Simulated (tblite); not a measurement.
Input of a run (GFN2-xTB geometry optimisation, gas phase (tblite 0.8.0)), started from a force field or distance geometry:
```
{"job": {"kind": "relax", "xc": "GFN2-xTB", "basis": "xTB"}, "charge": 0, "multiplicity": 1}
C     -4.273300     0.115400     0.116200
C     -2.910300     0.110700    -0.413200
C     -1.774100     0.101600    -0.814300
C     -0.437700     0.110100    -1.349900
F      0.023900     1.399800    -1.431400
C      0.518700    -0.770600    -0.560000
F      1.743500    -0.625200    -1.226800
Si     0.809000    -0.157200     1.181600
S      2.773400    -0.873900     1.723400
C      4.047600    -0.305500     0.598100
H     -4.698300    -0.895400    -0.082600
H     -4.332400     0.334800     1.185300
H     -4.888300     0.871200    -0.412300
H     -0.450600    -0.313300    -2.375600
H      0.158200    -1.798700    -0.600400
H     -0.135800    -0.854500     2.085000
H      0.724000     1.295900     1.315600
H      3.905800    -0.601300    -0.457400
H      5.013500    -0.793000     0.924000
H      4.177900     0.814800     0.591700
```

Output (eV, eV/Å):
```
step      E/eV     max force
  0    -879.57314    2.039
  1    -879.72725    1.453
  2    -879.71178    3.992
  3    -879.80508    0.568
  4    -879.82385    0.399
  5    -879.85643    0.491
  6    -879.86595    0.249
  7    -879.88029    0.317
  8    -879.89540    0.452
  9    -879.91299    0.461
 10    -879.92644    0.252
 11    -879.93582    0.212
 12    -879.94215    0.215
 13    -879.94709    0.185
 14    -879.95153    0.156
 15    -879.95506    0.149
 16    -879.95788    0.143
 17    -879.96082    0.150
 18    -879.96427    0.129
 19    -879.96764    0.123
 20    -879.97029    0.107
 21    -879.97238    0.115
 22    -879.97461    0.110
 23    -879.97726    0.122
 24    -879.97987    0.122
 25    -879.98200    0.099
 26    -879.98377    0.087
 27    -879.98533    0.079
 28    -879.98659    0.071
 29    -879.98761    0.068
 30    -879.98867    0.077
 31    -879.99002    0.091
 32    -879.99158    0.095
 33    -879.99304    0.099
 34    -879.99435    0.116
 35    -879.99570    0.108
 36    -879.99713    0.092
 37    -879.99830    0.068
 38    -879.99905    0.070
 39    -879.99962    0.073
 40    -880.00029    0.063
 41    -880.00119    0.079
 42    -880.00224    0.067
 43    -880.00334    0.081
 44    -880.00447    0.088
 45    -880.00556    0.068
 46    -880.00636    0.054
 47    -880.00681    0.037
 48    -880.00705    0.029
 49    -880.00723    0.028
 50    -880.00739    0.023
 51    -880.00753    0.025
 52    -880.00767    0.025
 53    -880.00780    0.024
 54    -880.00793    0.028
 55    -880.00807    0.029
 56    -880.00822    0.036
 57    -880.00840    0.033
 58    -880.00858    0.030
 59    -880.00874    0.032
 60    -880.00888    0.033
 61    -880.00904    0.037
 62    -880.00927    0.045
 63    -880.00955    0.052
 64    -880.00985    0.054
 65    -880.01016    0.046
 66    -880.01050    0.051
 67    -880.01095    0.057
 68    -880.01161    0.096
 69    -880.01255    0.115
 70    -880.01360    0.090
 71    -880.01442    0.065
 72    -880.01505    0.056
 73    -880.01570    0.069
 74    -880.01639    0.081
 75    -880.01709    0.067
 76    -880.01768    0.057
 77    -880.01813    0.058
 78    -880.01870    0.076
 79    -880.01942    0.073
 80    -880.02147    0.096
 81    -880.02231    0.089
 82    -880.02372    0.101
 83    -880.02547    0.087
 84    -880.02694    0.075
 85    -880.02807    0.066
 86    -880.02866    0.115
 87    -880.02940    0.067
 88    -880.03007    0.048
 89    -880.03084    0.107
 90    -880.03132    0.061
 91    -880.03194    0.059
 92    -880.03279    0.081
 93    -880.03390    0.131
 94    -880.03504    0.215
 95    -880.03622    0.178
 96    -880.03742    0.070
 97    -880.03816    0.071
 98    -880.03887    0.106
 99    -880.03975    0.093
100    -880.04033    0.057
101    -880.04078    0.064
102    -880.04120    0.091
103    -880.04165    0.070
104    -880.04237    0.062
105    -880.04269    0.137
106    -880.04310    0.044
107    -880.04348    0.054
108    -880.04393    0.054
109    -880.04430    0.054
110    -880.04509    0.083
111    -880.04585    0.098
112    -880.04671    0.076
113    -880.04742    0.054
114    -880.04796    0.045
115    -880.04838    0.049
116    -880.04882    0.052
117    -880.04942    0.068
118    -880.05013    0.085
119    -880.05102    0.070
120    -880.05194    0.066
121    -880.05295    0.054
122    -880.05349    0.054
123    -880.05420    0.065
124    -880.05469    0.056
125    -880.05517    0.052
126    -880.05568    0.066
127    -880.05620    0.052
128    -880.05671    0.055
129    -880.05718    0.062
130    -880.05780    0.063
131    -880.05852    0.069
132    -880.05923    0.067
133    -880.05988    0.051
134    -880.06072    0.075
135    -880.06143    0.087
136    -880.06208    0.093
137    -880.06251    0.072
138    -880.06308    0.063
139    -880.06382    0.064
140    -880.06452    0.060
141    -880.06503    0.050
142    -880.06541    0.042
143    -880.06568    0.040
144    -880.06591    0.034
145    -880.06604    0.027
146    -880.06613    0.020
147    -880.06624    0.020
148    -880.06638    0.030
149    -880.06651    0.029
150    -880.06660    0.021
151    -880.06669    0.026
152    -880.06678    0.026
153    -880.06690    0.024
154    -880.06701    0.023
155    -880.06709    0.020
156    -880.06715    0.014
157    -880.06721    0.017
158    -880.06726    0.017
159    -880.06731    0.017
160    -880.06738    0.019
161    -880.06747    0.023
162    -880.06758    0.032
163    -880.06769    0.029
164    -880.06776    0.030
165    -880.06782    0.025
166    -880.06791    0.027
167    -880.06802    0.022
168    -880.06815    0.024
169    -880.06825    0.023
170    -880.06833    0.029
171    -880.06839    0.023
172    -880.06845    0.015
173    -880.06850    0.012
174    -880.06853    0.014
175    -880.06854    0.010
176    -880.06856    0.013
177    -880.06858    0.015
178    -880.06861    0.015
179    -880.06865    0.016
180    -880.06871    0.017
181    -880.06878    0.022
182    -880.06887    0.025
183    -880.06897    0.022
184    -880.06907    0.023
185    -880.06915    0.023
186    -880.06919    0.018
187    -880.06924    0.014
188    -880.06927    0.014
189    -880.06930    0.014
190    -880.06932    0.012
191    -880.06935    0.011
192    -880.06937    0.012
193    -880.06940    0.019
194    -880.06944    0.023
195    -880.06950    0.026
196    -880.06960    0.026
197    -880.06974    0.023
198    -880.06987    0.024
199    -880.06996    0.022
200    -880.07002    0.014
201    -880.07004    0.022
202    -880.07008    0.017
203    -880.07009    0.008
```

Task: Summarise the run.

Result: The energy falls by 0.497 eV over 203 L-BFGS steps, the largest force on an atom goes from 2.04 to 0.008 eV/Å, and the atoms move by 0.973 Å rms after alignment. The bond that changes most is C6–Si8 (sp3 C–F carbon to SiH2 silicon), which lengthens by 0.059 Å. Bonds longer at the end by more than 0.005 Å: 5 of 19; shorter: 12. Among the angles that change most is Si8–S9–C10, from 112.6° to 101.0°. Among the dihedrals that turn most is C4–C6–Si8–H17, from -31° to -81°. The energy rose by more than 1e-5 eV at step 2. The first step brought 31 % of the lowering.

Task: What are the final bond lengths?

Result: C1–C2 1.443 Å, C2≡C3 1.199 Å, C3–C4 1.449 Å, C4–F5 1.394 Å, C4–C6 1.524 Å, C6–F7 1.391 Å, C6–Si8 1.929 Å, Si8–S9 2.141 Å, S9–C10 1.826 Å, C1–H11 1.089 Å, C1–H12 1.089 Å, C1–H13 1.089 Å, C4–H14 1.099 Å, C6–H15 1.096 Å, Si8–H16 1.451 Å, Si8–H17 1.457 Å, C10–H18 1.084 Å, C10–H19 1.085 Å, C10–H20 1.085 Å. Numbering counts from 1 in the input's order; the species is `CC#C[C@@H](F)[C@@H](F)[SiH2]SC`.

Time: 3.5 s. Hardware: an Arm Neoverse N1 with one thread, shared host with 64 logical CPUs at a one-minute load of 55.

Its lowest GFN2-xTB frequency is 17i cm⁻¹, too small to tell a flat minimum from a shallow saddle. The numbers are those of one conformer. 3 starts were optimised and ended at 0.00, 0.02 and 0.36 kcal/mol (GFN2-xTB); the lowest of these is shown.

The numbers are calculated, not measured.
